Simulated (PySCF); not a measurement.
## Radial density of Pb²⁺ (lead, charge +2)

UHF, [Xe] 4f14 5d10 6s2, closed-shell 1S. Calculation: PySCF 2.14, in aug-cc-pVTZ-DK3 (9s8p6d3f, 84 functions); scalar relativity by spin-free X2C-1e.

```json
{"r (bohr)": "0.0157", "4πr²ρ (e/bohr)": "105.7"}
{"r (bohr)": "0.0265", "4πr²ρ (e/bohr)": "108.9"}
{"r (bohr)": "0.0445", "4πr²ρ (e/bohr)": "153.5"}
{"r (bohr)": "0.0749", "4πr²ρ (e/bohr)": "127.0"}
{"r (bohr)": "0.126", "4πr²ρ (e/bohr)": "143.0"}
{"r (bohr)": "0.212", "4πr²ρ (e/bohr)": "92.65"}
{"r (bohr)": "0.356", "4πr²ρ (e/bohr)": "97.94"}
{"r (bohr)": "0.599", "4πr²ρ (e/bohr)": "39.16"}
{"r (bohr)": "1.01", "4πr²ρ (e/bohr)": "21.65"}
{"r (bohr)": "1.70", "4πr²ρ (e/bohr)": "6.222"}
{"r (bohr)": "2.85", "4πr²ρ (e/bohr)": "0.8503"}
{"r (bohr)": "4.80", "4πr²ρ (e/bohr)": "0.02007"}
{"r (bohr)": "8.07", "4πr²ρ (e/bohr)": "2.060e-05"}
```

Densities and radii are taken from the X2C orbitals without a picture-change correction, which distorts them close to the nucleus.

Spin-orbit coupling, which splits the p, d and f shells strongly at this Z, is absent.
